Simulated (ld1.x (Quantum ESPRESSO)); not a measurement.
Values are calculated unless marked as measured or tabulated.
# Potentials for aluminium (Al) compared

Generated with ld1.x 7.5 (TM, RRKJ, ultrasoft, PAW), atompaw 4.2 or ONCVPSP 4.0.1. The cutoff is in Ry: for ld1.x and atompaw files where the sum of valence levels is converged to 10 mRy in a Bessel basis, for ONCV files where the hardest occupied wave has 1 mHa per electron of residual kinetic energy. The error is the largest all-electron minus pseudo excitation energy over each file’s own four to seven test configurations (ionisations up to +4, promotions, holes and added fractions of an electron), all of which were solved. The labels leave out finer settings (local radius, basis sizes, second energies), which also bear on the numbers. Spin-polarised tests are not counted. The rows are a selection from randomly drawn settings: files with unsolved tests, undetermined cutoffs or missed reference levels are left out.

```tsv
potential	cutoff (Ry)	largest error (meV)	bound ghosts
RRKJ, BLYP, non-relativistic, rc 1.45/2.25/2.20 (spd), local s, core correction no, reference 3s1.75 3p1.25	35	+107	none
PAW, PBE, non-relativistic, rc 1.80/2.50 (sp), local smoothed, core correction yes, reference 3s2 3p1	8	-15	none
RRKJ, PBE, non-relativistic, rc 1.55/2.90/3.05 (spd), local s, core correction yes, reference 3s1 3p2	12	+27	none
PAW, LDA (PZ), non-relativistic, rc 2.00/2.15 (sp), local smoothed, core correction yes, reference 3s1 3p0	6	-23	none
PAW, LDA (PZ), non-relativistic, rc 2.40/2.60/2.70 (spd), local smoothed, core correction yes, reference 3s1 3p2	6	-15	none
TM, BLYP, scalar-relativistic, rc 1.90/2.75 (sp), local s, core correction yes, reference 3s1 3p2	10	+11	none
```

(1) Fill in the row for Al: TM, PBEsol, scalar-relativistic, rc 2.25/3.00 (sp), local p, core correction no, reference 3s2 3p1.

(2) Fill in the row for Al: PAW, PBE, scalar-relativistic, rc 2.00/2.65/1.90 (spd), local d, core correction yes, reference 3s2 3p1.

Answers

(1) cutoff 10 Ry, largest error +20 meV, bound ghosts: none.

(2) cutoff 8 Ry, largest error -19 meV, bound ghosts: none.
